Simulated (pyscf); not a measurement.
Optimised with ωB97X-D3(BJ)/def2-SVP in PySCF.

SMILES: ClB(O[SiH2]O[SiH3])Cl
```xyz
12

Si     2.2601     0.7706     0.1502
O      1.0706     1.7107    -0.5498
Si    -0.4422     2.3080    -0.3562
O     -1.5806     1.1271    -0.7768
B     -1.7975    -0.0828    -0.2576
Cl    -3.0652    -1.1197    -0.8826
Cl    -0.8059    -0.6747     1.0930
H      3.5746     1.3475    -0.2394
H      2.1230     0.7955     1.6330
H      2.1599    -0.6239    -0.3547
H     -0.6941     2.6954     1.0542
H     -0.6621     3.4164    -1.3067
```

**Question.** What is the homolytic dissociation enthalpy (298 K, ωB97M-D3(BJ)/def2-TZVP) of the B–O bond of H₃Si–O–SiH₂–O–B(Cl)–Cl (SMILES [SiH3]O[SiH2]OB(Cl)Cl), to •O–SiH₂–O–SiH₃ + [Cl–B–Cl]•?

**Answer.** B–O to •O–SiH₂–O–SiH₃ + [Cl–B–Cl]•: 624.8 kJ/mol. The 7 functionals that were run give +579.9 (PBE) to +628.2 kJ/mol (M06-2X). The radicals are drawn with the spin at the cut bond; how far it spreads was not checked. •O–SiH₂–O–SiH₃ lies 103.6 kJ/mol over its isomer HO–SiH₂–O–SiH₂• (electronic energy, ωB97M-D3(BJ)/def2-TZVP).
